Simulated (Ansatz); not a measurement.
Basis sets compared for `COc1ccc(C(F)(F)C(F)(F)OC)cc1`. The state is a singlet with charge 0. Geometry PBE-D4/def2-SVP. Ansatz on 4 threads of Arm Neoverse V2 on a shared host; times are rough, and most runs start from earlier orbitals.

Cartesian coordinates in Å:
```
C -0.630 4.317 1.055
O -1.183 3.127 1.586
C -0.600 1.941 1.267
C 0.528 1.805 0.431
C 1.049 0.530 0.171
C 0.464 -0.612 0.737
C 1.009 -1.981 0.426
F 0.844 -2.824 1.493
F 2.347 -1.925 0.140
C 0.317 -2.670 -0.787
F 0.832 -3.926 -0.964
F -1.013 -2.854 -0.487
O 0.481 -1.898 -1.888
C -0.101 -2.402 -3.096
C -0.667 -0.473 1.566
C -1.194 0.790 1.830
H -0.659 4.328 -0.057
H 0.422 4.469 1.386
H -1.250 5.148 1.439
H 1.009 2.684 -0.018
H 1.928 0.421 -0.479
H 0.346 -3.378 -3.374
H -1.199 -2.515 -2.987
H 0.119 -1.655 -3.879
H -1.127 -1.367 2.010
H -2.071 0.921 2.480
```

Binding counts from free atoms (C triplet, O triplet, F doublet, H doublet) in the same basis, without a counterpoise term.

| level | functions | energy (Eh) | HOMO (eV) | LUMO (eV) | binding per atom (eV) | wall time |
| --- | --- | --- | --- | --- | --- | --- |
| PBE-D4/def2-SVP | 274 | -935.2100 | -5.55 | -1.27 | 4.94 | 6 s |
| PBE0-D4/def2-SVP | 274 | -935.2388 | -6.69 | -0.45 | 4.80 | 12 s |

Task: Estimate the rows for PBE-D4/def2-TZVP (with forces), PBE0-D4/def2-TZVP (with forces).

Result: 
| level | functions | energy (Eh) | HOMO (eV) | LUMO (eV) | binding per atom (eV) | wall time |
| --- | --- | --- | --- | --- | --- | --- |
| PBE-D4/def2-TZVP (with forces) | 556 | -936.2805 | -5.69 | -1.46 | 4.84 | 17 s |
| PBE0-D4/def2-TZVP (with forces) | 556 | -936.3036 | -6.76 | -0.59 | 4.71 | 56 s |
